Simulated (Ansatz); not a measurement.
`[CH3][Ge]([CH3])([Cl])[Cl]` at its PBE0-D4/def2-TZVP geometry, where that method's forces vanish. The species carries charge 0 and has multiplicity 1.

```xyz
11

C    -0.9206   -1.3303    0.5365
Ge    0.5118   -0.2445   -0.1767
C     0.2226    1.6638   -0.2955
Cl    2.2667   -0.5781    1.0340
Cl    0.9776   -0.9719   -2.1542
H    -1.1447   -1.0180    1.5573
H    -1.8106   -1.2175   -0.0838
H    -0.6132   -2.3755    0.5389
H     1.1119    2.1376   -0.7097
H     0.0282    2.0683    0.6986
H    -0.6297    1.8661   -0.9454
```

Problem. What forces (eV/Å) does ωB97M-V/def2-TZVPP give on these atoms in the Gaussian-basis code of Ansatz? (Estimate.)

Solution. Ansatz gave: 
```
C1  -0.005  0.000  0.002
Ge2 -0.059  0.028  0.020
C3  -0.004  0.004  0.001
Cl4  0.004 -0.002 -0.003
Cl5  0.005 -0.002  0.000
H6   0.010 -0.029 -0.073
H7   0.060 -0.014  0.050
H8  -0.023  0.074  0.000
H9  -0.064 -0.033  0.030
H10  0.014 -0.021 -0.075
H11  0.063 -0.006  0.048
```
